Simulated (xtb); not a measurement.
Input file for xtb: GFN1-xTB on AlC-, 2S+1 = 3, a spin state set in the input, which need not be the lowest, a point of a bond scan (R = 1.928 Å). Charge -1.

```
$ xtb mol.xyz --gfn 1 --sp --chrg -1 --uhf 2
2

C      0.00000000     0.00000000     0.00000000
Al     0.00000000     0.00000000     1.92802500
```

It printed:

```
[...]
           -------------------------------------------------
          |                Calculation Setup                |
           -------------------------------------------------



           -------------------------------------------------
          |                 G F N 1 - x T B                 |
           -------------------------------------------------

        Reference                      10.1021/acs.jctc.7b00118
      * Hamiltonian:
        H0-scaling (s, p, d)           1.850000    2.250000    2.000000
        zeta-weighting                 0.000000
      * Dispersion:
        s8                             2.400000
        a1                             0.630000
        a2                             5.000000
        s9                             0.000000
      * Repulsion:
        kExp                           1.500000
        rExp                           1.000000
      * Coulomb:
        alpha                          2.000000
        third order                    atomic
        anisotropic                    false
      * Halogen bond correction:
        rad-scale                      1.300000
        damping                        0.440000


          ...................................................
          :                      SETUP                      :
          :.................................................:
          :  # basis functions                  14          :
          :  # atomic orbitals                  13          :
          :  # shells                            5          :
          :  # electrons                         8          :
          :  # halogen bonds                     0          :
          :  max. iterations                   250          :
          :  Hamiltonian                  GFN1-xTB          :
          :  restarted?                      false          :
          :  GBSA solvation                  false          :
          :  PC potential                    false          :
          :  electronic temp.          300.0000000     K    :
          :  accuracy                    1.0000000          :
          :  -> integral cutoff          0.2500000E+02      :
          :  -> integral neglect         0.1000000E-07      :
          :  -> SCF convergence          0.1000000E-05 Eh   :
          :  -> wf. convergence          0.2000000E-04 e    :
          :  Broyden damping             0.4000000          :
          :  net charge                         -1          :
          :  unpaired electrons                  2          :
          ...................................................

 iter      E             dE          RMSdq      gap      omega  full diag
   1     -3.3288592 -0.332886E+01  0.886E+00    3.89       0.0  T
   2     -3.3298126 -0.953407E-03  0.542E+00    4.05       1.0  T
   3     -3.3299513 -0.138724E-03  0.469E-01    4.21       1.0  T
   4     -3.3299900 -0.386747E-04  0.308E-02    4.16       2.3  T
   5     -3.3299902 -0.156505E-06  0.157E-03    4.16      44.9  T
   6     -3.3299902 -0.875344E-11  0.246E-04    4.16     287.8  T
   7     -3.3299902 -0.101985E-10  0.783E-08    4.16  100000.0  T
   8     -3.3299902  0.888178E-15  0.689E-08    4.16  100000.0  T

   *** convergence criteria satisfied after 8 iterations ***

         #    Occupation            Energy/Eh            Energy/eV
      -------------------------------------------------------------
         1        2.0000           -0.2933233              -7.9817
         2        2.0000           -0.2079261              -5.6580
         3        1.5000           -0.0853816              -2.3234
         4        1.5000           -0.0853816              -2.3234
         5        1.0000           -0.0632301              -1.7206 (HOMO)
         6                          0.0896508               2.4395 (LUMO)
         7                          0.0896508               2.4395
         8                          0.1295309               3.5247
         9                          0.1295309               3.5247
        10                          0.1680378               4.5725
       ...                                ...                  ...
        13                          0.7025679              19.1178
      -------------------------------------------------------------
                  HL-Gap            0.1528809 Eh            4.1601 eV
             Fermi-level           -0.0360856 Eh           -0.9819 eV

 transition dipole moment (au) for excitation:           4           5
     X       Y       Z
  -0.0000   0.0641   0.0000  total (au/Debye):    0.064   0.163
 dE (eV)             :    0.603
 oscillator strength :  0.85893E-04

 SCC (total)                   0 d,  0 h,  0 min,  0.003 sec
 SCC setup                      ...        0 min,  0.000 sec (  3.743%)
 Dispersion                     ...        0 min,  0.000 sec (  2.315%)
 classical contributions        ...        0 min,  0.000 sec (  1.329%)
 integral evaluation            ...        0 min,  0.000 sec ( 13.786%)
 iterations                     ...        0 min,  0.001 sec ( 41.336%)
 molecular gradient             ...        0 min,  0.000 sec ( 10.506%)
 printout                       ...        0 min,  0.001 sec ( 26.404%)

         :::::::::::::::::::::::::::::::::::::::::::::::::::::
         ::                     SUMMARY                     ::
         :::::::::::::::::::::::::::::::::::::::::::::::::::::
         :: total energy              -3.320386893323 Eh    ::
         :: gradient norm              0.027716796620 Eh/a0 ::
         :: HOMO-LUMO gap              4.160100852362 eV    ::
         ::.................................................::
         :: SCC energy                -3.329990173284 Eh    ::
         :: -> electrostatic           0.142053207649 Eh    ::
         :: repulsion energy           0.010001574645 Eh    ::
         :: dispersion energy         -0.000398294685 Eh    ::
         :: halogen bond corr.         0.000000000000 Eh    ::
         :: add. restraining           0.000000000000 Eh    ::
         :: total charge              -1.000000000075 e     ::
         :::::::::::::::::::::::::::::::::::::::::::::::::::::

           -------------------------------------------------
          |                Property Printout                |
           -------------------------------------------------

    * Orbital Energies and Occupations

         #    Occupation            Energy/Eh            Energy/eV
      -------------------------------------------------------------
         1        2.0000           -0.2933233              -7.9817
         2        2.0000           -0.2079261              -5.6580
         3        1.5000           -0.0853816              -2.3234
         4        1.5000           -0.0853816              -2.3234
         5        1.0000           -0.0632301              -1.7206 (HOMO)
         6                          0.0896508               2.4395 (LUMO)
         7                          0.0896508               2.4395
         8                          0.1295309               3.5247
         9                          0.1295309               3.5247
        10                          0.1680378               4.5725
        11                          0.2195264               5.9736
        12                          0.2195264               5.9736
        13                          0.7025679              19.1178
      -------------------------------------------------------------
                  HL-Gap            0.1528809 Eh            4.1601 eV
             Fermi-level           -0.0360856 Eh           -0.9819 eV

  Mulliken/CM5 charges         n(s)   n(p)   n(d)
     1C    -0.65882 -0.62618   1.506  3.152  0.000
     2Al   -0.34118 -0.37382   1.926  0.966  0.449
Note: The following floating-point exceptions are signalling: IEEE_DENORMAL
normal termination of xtb

Wiberg/Mayer (AO) data.
largest (>0.10) Wiberg bond orders for each atom

 ---------------------------------------------------------------------------
     #   Z sym  total        # sym  WBO       # sym  WBO       # sym  WBO
 ---------------------------------------------------------------------------
     1   6 C    1.982 --     2 Al   1.982
     2  13 Al   1.982 --     1 C    1.982
 ---------------------------------------------------------------------------

Topologies differ in total number of bonds
Writing topology from bond orders to xtbtopo.mol

 dipole moment from electron density (au)
     X       Y       Z
  -0.0000  -0.0000   0.2625  total (Debye):    0.667


           -------------------------------------------------
          | TOTAL ENERGY               -3.320386893323 Eh   |
          | GRADIENT NORM               0.027716796620 Eh/α |
          | HOMO-LUMO GAP               4.160100852362 eV   |
           -------------------------------------------------

------------------------------------------------------------------------
------------------------------------------------------------------------
 total:
 SCF:
```

The run finished.

Cost: about 0.06 core-seconds (a rough figure).
